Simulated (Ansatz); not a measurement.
Start from `FC[SiH2]O[SiH3]` and change one atom or group to get `C[SiH2]O[SiH3]`.

Ansatz, PBE0-D4/def2-TZVP geometries, multiplicity 1. Each molecule was computed in one conformer, which needn't be the lowest.

```json
{"property": "size of the dipole moment (PBE/def2-TZVPP) / D", "`FC[SiH2]O[SiH3]`": "1.20"}
{"property": "HOMO–LUMO gap (PBE0/def2-TZVPP) / eV", "`FC[SiH2]O[SiH3]`": "8.26"}
{"property": "HOMO–LUMO gap (PBE/def2-TZVPP) / eV", "`FC[SiH2]O[SiH3]`": "5.90"}
{"property": "HOMO energy (PBE0/def2-TZVPP) / eV", "`FC[SiH2]O[SiH3]`": "-8.38"}
{"property": "HOMO energy (ωB97M-V/def2-TZVPP) / eV", "`FC[SiH2]O[SiH3]`": "-10.68"}
{"property": "LUMO energy (B3LYP/def2-TZVPP) / eV", "`FC[SiH2]O[SiH3]`": "-0.33"}
```

(1) Give the same properties after the change, and the shifts. (Best estimate.)

Results:

(1) Computed: 
| property | `C[SiH2]O[SiH3]` | shift |
| --- | --- | --- |
| size of the dipole moment (PBE/def2-TZVPP) / D | 0.74 | -0.46 |
| HOMO–LUMO gap (PBE0/def2-TZVPP) / eV | 8.61 | 0.35 |
| HOMO–LUMO gap (PBE/def2-TZVPP) / eV | 6.33 | 0.43 |
| HOMO energy (PBE0/def2-TZVPP) / eV | -8.52 | -0.14 |
| HOMO energy (ωB97M-V/def2-TZVPP) / eV | -10.83 | -0.15 |
| LUMO energy (B3LYP/def2-TZVPP) / eV | -0.12 | 0.21 |

With PBE0 the HOMO falls by 0.14 eV and the LUMO rises by 0.21 eV, so the gap widens by about 0.35 eV. PBE moves the HOMO by -0.20 eV and ωB97M-V by -0.15 eV. Dipoles are sizes alone; their direction can turn.

B3LYP here is the variant with VWN-RPA as its local correlation; programs differ in this.
